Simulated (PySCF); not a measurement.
## Cs (caesium, neutral): UHF calculation

Configuration: [Xe] 6p1, 2P determinant (an excited configuration). Computed with PySCF 2.14 in def2-QZVPPD with the def2 core potential (46 electrons) (6s5p4d3f, 62 functions), with scalar relativity through the core potential.

| Item | Value |
| --- | --- |
| Total energy | -19.811283 hartree |
| One-electron energy | -32.4734 hartree |
| Hartree (Coulomb) energy | 15.4770 hartree |
| Exchange energy | -2.8149 hartree |
| ⟨S²⟩ | 0.7500 |
| ⟨L²⟩ | 2.000 |
| Sum of ⟨r⟩ | 24.55 bohr |
| Sum of ⟨r²⟩ | 114.1 bohr² |
| Traceless quadrupole moment −½Σ⟨3z² − r²⟩ along its main axis | -30.7 e·bohr² |

```json
{"shell": "5s α", "electrons": "1", "mean orbital energy (eV)": "-37.054", "spread (eV)": "0", "rms radius, mean of both spins (bohr)": "1.89"}
{"shell": "5s β", "electrons": "1", "mean orbital energy (eV)": "-37.010", "spread (eV)": "0", "rms radius, mean of both spins (bohr)": "1.89"}
{"shell": "5p α", "electrons": "3", "mean orbital energy (eV)": "-19.715", "spread (eV)": "0.025", "rms radius, mean of both spins (bohr)": "2.23"}
{"shell": "5p β", "electrons": "3", "mean orbital energy (eV)": "-19.677", "spread (eV)": "0.118", "rms radius, mean of both spins (bohr)": "2.23"}
{"shell": "6p α", "electrons": "1", "mean orbital energy (eV)": "-2.298", "spread (eV)": "0", "rms radius, mean of both spins (bohr)": "8.78"}
```

Energies and moments cover only the electrons outside the core potential. Spin-orbit coupling, absent here, splits the open shell strongly.
